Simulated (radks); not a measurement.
Species: Gd XXXV. Configuration: [Ar] 3d10 4s2. Method: Dirac Kohn-Sham, PBE, spin-unpolarised, spherical densities, finite nucleus; Fermi nuclear charge, rms radius 5.1569 fm; computed with a radial shooting solver on a logarithmic mesh with Libxc functionals.

Spin-orbit splittings of the eigenvalues, e(l+1/2) - e(l-1/2), with zeta = 2 splitting/(2l+1) and mean radii in bohr:

shell  occ.  splitting (eV)  zeta (eV)  <r> j=l-1/2  <r> j=l+1/2
2p        6           699.0      466.0      0.07729      0.08409
3p        6           149.0      99.34       0.2292       0.2414
3d       10           33.06      13.22       0.2128       0.2165
